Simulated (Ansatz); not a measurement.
A run for Ansatz (a quantum-chemistry and plane-wave program): R-B3LYP/def2-TZVPP on H2O (SMILES O).

Ansatz 0.2 input:
```yaml
crystal:
  periodic: [false, false, false]
  atoms:
    - {symbol: O, position_ang: [-0.00000000, 0.00000000, 0.38961139]}
    - {symbol: H, position_ang: [0.00000000, 0.76498632, -0.19485569]}
    - {symbol: H, position_ang: [0.00000000, -0.76498632, -0.19485569]}
basis:
  gaussian:
    orbitals: def2-TZVPP
hamiltonian:
  xc: {name: B3LYP}
scf: {lower_state_search: off}
```

It printed:

```
WARN ansatz: RAYON_NUM_THREADS=4 ignored (pool sized by the plan → 4); use --threads N
Functional definition: B3LYP
these checks for a lower state are left out or cut short: stability, starts, cluster_reference, orbital_swaps, neighbouring_geometries, increment
integrals: 0.00 GiB planned
269 factors; their error is unknown
mean field: 0.10 GiB planned
mean field evaluation 1: about -2076.1976 eV, gradient 5.4e1 eV
mean field evaluation 2: about -2068.1386 eV, gradient 8.6e1 eV
mean field evaluation 4: about -2080.7587 eV, gradient 2.7e-1 eV
mean field evaluation 8: about -2080.7637 eV, gradient 1.1e-3 eV
mean field -2080.76373119 eV, -76.4666567288 hartree, gradient 6.2e-7 eV, S^2 0.000000; 0 other end points of the search recorded, 0 dependent functions left out
reference -2080.76386994 eV, -76.4666618280 hartree; 5, 5 occupied and 54, 54 virtual orbitals, 269 factors
Total energy: -2080.76386994 eV, -76.4666618280 hartree
Checks for a lower state left out: stability, starts, cluster_reference, orbital_swaps, neighbouring_geometries, increment
```

The calculation finished and met its thresholds.

Cost: around 0.3 core-seconds (rough).
